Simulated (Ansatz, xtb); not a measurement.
# Two isomers of C4H5FSi

Structure I is `FC1=C[SiH2]C=C1`, a singlet and structure II is `FC1=CC=C[SiH2]1`, a singlet. Both are isolated molecules in the gas phase, relaxed with B3LYP-D3(BJ)/def2-SVP.

Quicker runs give these differences E(II) − E(I): GFN2-xTB +0.115 eV; HF/STO-3G +0.098 eV (at GFN2-xTB geometries); r2SCAN-D4/def2-SVP +0.309 eV (at GFN2-xTB geometries).

Problem. Estimate E(II) − E(I) at the level CCSD(T)/def2-SVP + ΔMP2/def2-TZVPP.

Solution. Calculated at CCSD(T)/def2-SVP + ΔMP2/def2-TZVPP: E(II) − E(I) = +0.312 eV, so structure I lies lower.

Level by level:

```tsv
level	geometry	E(II) − E(I) (eV)	departure from the last row (eV)	job, with rough time for the two
GFN2-xTB	GFN2-xTB	+0.115	−0.196	optimisation, 0.092 s
HF/STO-3G	GFN2-xTB	+0.098	−0.213	single point, 0.36 s
r2SCAN-D4/def2-SVP	GFN2-xTB	+0.309	−0.003	single point, 5.1 s
B3LYP-D3(BJ)/def2-SVP	B3LYP-D3(BJ)/def2-SVP	+0.277	−0.034	optimisation, 28 s
HF/def2-SVP	B3LYP-D3(BJ)/def2-SVP	+0.323	+0.012	part of the CCSD(T) run
MP2/def2-SVP	B3LYP-D3(BJ)/def2-SVP	+0.321	+0.010	part of the CCSD(T) run
CCSD(T)/def2-SVP	B3LYP-D3(BJ)/def2-SVP	+0.293	−0.018	single point
CCSD(T)/def2-SVP + ΔMP2/def2-TZVPP	B3LYP-D3(BJ)/def2-SVP	+0.312		single point, 46 s
```

As drawn, both hold the same kinds of bond in the same numbers.

None of the levels shown reverses the order. The largest departure from CCSD(T)/def2-SVP + ΔMP2/def2-TZVPP is that of HF/STO-3G, 0.213 eV. The last row adds to CCSD(T) the change of the MP2 difference between the two basis sets, here +0.018 eV.

With thermal terms from frequencies at re-optimised GFN2-xTB minima (ideal gas, soft modes damped towards free rotors, one conformer each, 298.15 K, 1 atm): on the last row, ΔE + ΔZPE = +0.313, ΔH = +0.316, ΔG = +0.311 eV.

The correlated steps freeze 10 core orbitals. Codes used: Ansatz 0.2.0, xtb 6.7.1; the last row on 2 threads of Arm Neoverse V2 on a shared host.
